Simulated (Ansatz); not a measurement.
SiNH$_{5}$Cl$_{2}$, closed shell: a relaxation.

The input file, in.yaml:

```yaml
crystal:
  periodic: [false, false, false]
  atoms:
    - {symbol: Si, position_ang: [-0.604115, 0.752235, -0.152918]}
    - {symbol: Cl, position_ang: [-0.069661, -2.424372, -0.981126]}
    - {symbol: H, position_ang: [-0.427502, 0.718436, -1.624904]}
    - {symbol: H, position_ang: [-1.809584, -0.003036, 0.268235]}
    - {symbol: Cl, position_ang: [-0.649588, 2.656678, 0.538870]}
    - {symbol: H, position_ang: [0.391445, -1.379645, -0.230338]}
    - {symbol: N, position_ang: [0.748029, -0.173942, 0.483223]}
    - {symbol: H, position_ang: [0.749952, -0.301531, 1.491024]}
    - {symbol: H, position_ang: [1.671024, 0.155376, 0.208034]}
basis:
  gaussian: {orbitals: def2-TZVP}
hamiltonian: {xc: pbe0, dispersion: d4}
relax: {f_tol: 0.005, max_steps: 200}
```

Launched with

```bash
ansatz run in.yaml --threads 4 --pin off --events-out ev --progress --plain --max-ram 9574MiB
```

The run's output (Ansatz 0.2.0):

```
Functional definition: PBE0
  name "PBE0"
  cite "Adamo & Barone, J. Chem. Phys. 110, 6158 (1999) doi:10.1063/1.478522"
  cite "Perdew, Burke & Ernzerhof, Phys. Rev. Lett. 77, 3865 (1996) doi:10.1103/PhysRevLett.77.3865"
  parent pbe
  parameter a = 0.25
  parameter kappa = 0.804
  parameter beta = 0.06672455060314922
  exchange = (1 - a)*pbe_x(kappa = kappa, mu = beta*pi^2/3) + a*exact_x
  correlation = pbe_c(beta = beta)
1179 factors; their error is unknown
mean field evaluation 1: about -34480.0636 eV, gradient 5.2e1 eV
mean field evaluation 2: about -34475.0322 eV, gradient 6.9e1 eV
mean field evaluation 4: about -34484.9949 eV, gradient 2.6e0 eV
mean field evaluation 8: about -34485.0044 eV, gradient 2.6e-2 eV
mean field evaluation 16: about -34485.1121 eV, gradient 2.7e-5 eV
mean field -34485.11207084 eV, -1267.3044937548 hartree, gradient 2.7e-5 eV, S^2 0.000000; 0 other end points of the search recorded, 0 dependent functions left out
the calculation of the forces begins
reference -34485.11210142 eV, -1267.3044948785 hartree; 30, 30 occupied and 142, 142 virtual orbitals, 1179 factors
relax step   1: F+E_penalty+E_count = -34485.29057377 eV  Δ(F+E_penalty+E_count) = +0.000e0 eV  max|allowed force component| = 9.784e-1 eV/Å  Δτ_max = 0.0000 Å  (27 SCF iters, accepted)
relax step   2: F+E_penalty+E_count = -34485.39959984 eV  Δ(F+E_penalty+E_count) = -1.090e-1 eV  max|allowed force component| = 5.762e-1 eV/Å  Δτ_max = 0.1852 Å  (30 SCF iters, accepted)
relax step   3: F+E_penalty+E_count = -34485.42900339 eV  Δ(F+E_penalty+E_count) = -2.940e-2 eV  max|allowed force component| = 5.634e-1 eV/Å  Δτ_max = 0.1210 Å  (30 SCF iters, accepted)
relax step   4: F+E_penalty+E_count = -34485.47879173 eV  Δ(F+E_penalty+E_count) = -4.979e-2 eV  max|allowed force component| = 1.834e-1 eV/Å  Δτ_max = 0.2000 Å  (28 SCF iters, accepted)
relax step   5: F+E_penalty+E_count = -34485.47452869 eV  Δ(F+E_penalty+E_count) = +4.263e-3 eV  max|allowed force component| = 5.901e-1 eV/Å  Δτ_max = 0.1951 Å  (30 SCF iters, rejected (line search))
relax step   6: F+E_penalty+E_count = -34485.48492889 eV  Δ(F+E_penalty+E_count) = -6.137e-3 eV  max|allowed force component| = 5.624e-2 eV/Å  Δτ_max = 0.0734 Å  (29 SCF iters, accepted)
relax step   7: F+E_penalty+E_count = -34485.48577512 eV  Δ(F+E_penalty+E_count) = -8.462e-4 eV  max|allowed force component| = 5.745e-2 eV/Å  Δτ_max = 0.0430 Å  (31 SCF iters, accepted)
relax step   8: F+E_penalty+E_count = -34485.48610374 eV  Δ(F+E_penalty+E_count) = -3.286e-4 eV  max|allowed force component| = 1.117e-2 eV/Å  Δτ_max = 0.0239 Å  (31 SCF iters, accepted)
relax step   9: F+E_penalty+E_count = -34485.48613594 eV  Δ(F+E_penalty+E_count) = -3.220e-5 eV  max|allowed force component| = 4.353e-3 eV/Å  Δτ_max = 0.0082 Å  (32 SCF iters, accepted)
relax step  10: F+E_penalty+E_count = -34485.48614507 eV  Δ(F+E_penalty+E_count) = -9.128e-6 eV  max|allowed force component| = 4.242e-3 eV/Å  Δτ_max = 0.0099 Å  (31 SCF iters, accepted)
Total energy: -34485.48617772 eV, -1267.3182419292 hartree
Atom 0 at    -0.638797     0.890214    -0.126721 Å, force    -0.000795     0.000352    -0.000449 eV/Å
Atom 1 at     0.282043    -2.931227    -0.907557 Å, force     0.000444     0.004242     0.001968 eV/Å
Atom 2 at    -0.510125     0.991532    -1.593168 Å, force     0.000290     0.000331    -0.001192 eV/Å
Atom 3 at    -1.899928     0.266670     0.318284 Å, force    -0.001080    -0.000419     0.000593 eV/Å
Atom 4 at    -0.599752     2.804716     0.627687 Å, force     0.000163     0.001158     0.000534 eV/Å
Atom 5 at     0.445971    -1.751735    -0.340449 Å, force    -0.000044    -0.003832    -0.001522 eV/Å
Atom 6 at     0.659388    -0.101365     0.441202 Å, force     0.002036    -0.002717     0.000738 eV/Å
Atom 7 at     0.667008    -0.326152     1.427791 Å, force    -0.000883     0.000251     0.000123 eV/Å
Atom 8 at     1.594193     0.157546     0.153032 Å, force    -0.000131     0.000635    -0.000794 eV/Å
Dipole moment:     0.211458     0.356125     0.289090 e Å

[the SCF lines of later steps are left out]
```

The lines “mean field evaluation” count trial sets of orbitals through the whole run, from several starts and some on an approximate energy, so they need not fall steadily or lie above the final value.

The run took about 28 s on 4 CPU threads of an Arm Neoverse V2 (shared host).
